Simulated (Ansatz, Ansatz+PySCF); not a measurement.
```xyz
2

Si    0.0000    0.0000    0.0000
N     0.0000    0.0000    1.8840
```

Basis set: def2-SVP (spherical functions). Charge 0, multiplicity 2.

Computed with Ansatz (development build ahead of 0.2.0); each method stands on the lowest determinant of its kind that the runs found.

(1) Give the atomization energy at this shape (free ground-state atoms in the same class of orbitals less the molecule, no zero-point energy) of doublet SiN by PBE0 (unrestricted), UHF.

Results:

(1)

| method | atomization energy |
| --- | --- |
| PBE0 (unrestricted) | 3.41 eV |
| UHF | 1.01 eV |

Caution: the shape is not the minimum. Caution for PBE0 (unrestricted): the unrestricted determinant is spin contaminated. Caution for UHF: the unrestricted determinant is a mixture of spin states.
